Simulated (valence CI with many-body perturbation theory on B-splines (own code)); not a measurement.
The numbers below are computed, except where a source is named.
**Nb²⁵⁺: what each term of the Hamiltonian does**

Method: valence CI with perturbative core correlation (CI+MBPT): six valence electrons over a frozen Dirac-Fock core [Ne], radial functions for each j: 9 s, 9 p, 8 d, 6 f, 3 g, 1 h, with the one-electron correlation potential Σ1 (screened to all orders), the two-electron term Σ2, the three-electron term Σ3, Breit, model QED; selected single and double excitations, second order for the rest, scaled by the run's own slope (own B-spline code, finite nucleus).

No measured spectrum was set against this ion. As an estimate, levels of excited configurations hold to 0.05 to 0.15 % of their energy, terms of the ground configuration to about 0.5 %. Among the levels kept, up to 1500 cm⁻¹ of a level comes from second order outside the variational space, and about a tenth of that is noise between levels of different J, which matters for small intervals.

Each rung adds one term. CI alone is the Dirac-Coulomb CI over the frozen core; QED comes last and gives the full result, which names the levels. Energies are above 3s²3p⁴ ³P_2 on the same rung, in cm⁻¹.

Names give the largest LS component (configuration and term), which can be under half, so a name can repeat, a term be missing and a line seem to break the LS rules; names also repeat where a configuration has a term twice. Letters in brackets count levels of one name in rising energy.

```tsv
Level	CI alone
3s²3p⁴ ³P_0	64014
3s²3p⁴ ³P_1	156653
3s²3p⁴ ¹D_2	199128
3s²3p⁴ ¹S_0	388812
3s3p⁵ ³P°_2	731080
3s3p⁵ ³P°_1	786476
3s²3p³3d ⁵D°_0	859054
3s²3p³3d ⁵D°_2 [a]	860379
3s²3p³3d ⁵D°_3	869947
3s²3p³3d ⁵D°_1	892989
3s²3p³3d ⁵D°_4	900544
3s3p⁵ ³P°_0	906078
3s²3p³3d ⁵D°_2 [b]	928464
3s²3p³3d ¹P°_1	955492
3s²3p³3d ³G°_3	981026
3s²3p³3d ³D°_1 [a]	996766
```

What do these energies become with core correlation, Breit and QED?

3s²3p⁴ ³P_0 63768 (-246); 3s²3p⁴ ³P_1 155105 (-1548); 3s²3p⁴ ¹D_2 196744 (-2384); 3s²3p⁴ ¹S_0 384826 (-3986); 3s3p⁵ ³P°_2 727404 (-3676); 3s3p⁵ ³P°_1 782309 (-4168); 3s²3p³3d ⁵D°_0 853965 (-5089); 3s²3p³3d ⁵D°_2 [a] 854480 (-5899); 3s²3p³3d ⁵D°_3 863297 (-6651); 3s²3p³3d ⁵D°_1 886807 (-6182); 3s²3p³3d ⁵D°_4 892771 (-7773); 3s3p⁵ ³P°_0 900882 (-5196); 3s²3p³3d ⁵D°_2 [b] 920947 (-7517); 3s²3p³3d ¹P°_1 948964 (-6527); 3s²3p³3d ³G°_3 973100 (-7926); 3s²3p³3d ³D°_1 [a] 988847 (-7919).

How does the ionisation energy move along the ladder, and which term matters most?

CI alone 1296.2, + Σ1 1296.9, + Σ2 1297.0, + Σ3 1296.5, + Breit 1295.9, + QED 1295.9 eV. The largest step is Σ1, 0.8 eV. NIST lists 1293.7 ± 1.8 eV (semi-empirical).
